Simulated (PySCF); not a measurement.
A calculated (B3LYP, PySCF 2.14, x2c-TZVPall, the spin-free X2C one-electron Hamiltonian (Gaussian nucleus)) atom or ion has these occupied shells.

| shell | electrons | orbital energy (eV) | rms radius, mean of both spins (bohr) |
| --- | --- | --- | --- |
| 1s | 2 | -9582.4 | 0.0580 |
| 2s | 2 | -1194.3 | 0.245 |
| 2p | 6 | -1037.8 | 0.219 |
| 3s | 2 | -155.88 | 0.732 |
| 3p | 6 | -108.96 | 0.776 |
| 3d | 10 | -33.344 | 1.01 |

Q: Name the element and its charge.

A: Zn²⁺ (zinc, charge +2), in [Ar] 3d10, closed-shell 1S.
